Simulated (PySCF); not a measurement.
Mg(OMe)(SiH3) (CH6MgOSi), SMILES [O]([Mg][SiH3])C. Atoms are numbered in the order given.

```xyz
10

Mg     0.0000     0.0000    -0.0289
O      0.0000     0.0000    -1.8066
C      0.0000     0.0000    -3.1869
H     -0.9300    -0.4385    -3.6041
H      0.0853     1.0246    -3.6041
H      0.8447    -0.5862    -3.6041
Si     0.0000     0.0000     2.5304
H      0.9820    -0.9774     3.1027
H     -1.3375    -0.3618     3.1027
H      0.3554     1.3392     3.1027
```

Geometry optimised at B3LYP-D3(BJ)/def2-SVP. Other conformers were not sampled.

Calculation: r2SCAN/def2-TZVP (PySCF).

ESP charges are fitted to the potential on shells at 1.4 to 2.0 van der Waals radii. Atomic charges (e):

```csv
atom,Mulliken,meta-Löwdin,Löwdin,ESP fit
Mg1,0.80,1.29,0.37,0.74
O2,-0.64,-0.98,-0.17,-0.43
C3,-0.11,-0.09,-0.41,-0.37
H4,0.08,0.09,0.10,0.12
H5,0.08,0.09,0.10,0.12
H6,0.08,0.09,0.10,0.12
Si7,-0.17,-0.30,0.00,-0.32
H8,-0.04,-0.07,-0.02,0.01
H9,-0.04,-0.07,-0.02,0.00
H10,-0.04,-0.07,-0.02,0.00
```
